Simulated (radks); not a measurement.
Initial-state core-level shifts of the thallium ion Tl+ when its valence configuration changes from [Hg]. Method: Dirac Kohn-Sham, PBE, spin-unpolarised, spherical densities, finite nucleus; open shells are shared between the two j in proportion to 2j + 1; Fermi nuclear charge, rms radius 5.4759 fm; computed with a radial shooting solver on a logarithmic mesh with Libxc functionals. Shifts are changes of the shell-averaged eigenvalues in eV (positive: less bound); the change of the density at the nucleus, which sets a Mossbauer isomer shift, is in e/bohr^3, on a base of 2.523e+06.

valence                         3s       3d       4s       4d  density at nucleus
[Xe] 4f14 5d8 6s2 6p2      -12.157  -12.199  -12.023  -12.011              +157.6
[Xe] 4f13 5d10 6s2 6p1     -23.196  -23.011  -20.343  -19.095              +282.2
[Xe] 4f14 5d9 6s2 6p1       -6.051   -6.070   -5.995   -5.990               +76.8
[Xe] 4f14 5d10 6s1 6p1      -1.876   -1.872   -1.882   -1.879              -208.2
[Xe] 4f14 5d10 6p2          -3.646   -3.638   -3.659   -3.652              -434.1
[Xe] 4f14 5d9.5 6s2 6p0.5   -3.020   -3.029   -2.995   -2.993               +37.9
[Xe] 4f13 5d8 6s2 6p3      -35.817  -35.685  -32.763  -31.492              +453.5
[Xe] 4f12 5d9 6s2 6p3      -53.882  -53.544  -47.673  -45.108              +670.6
[Xe] 4f12 5d10 6s2 6p2     -47.384  -47.016  -41.301  -38.751              +580.4
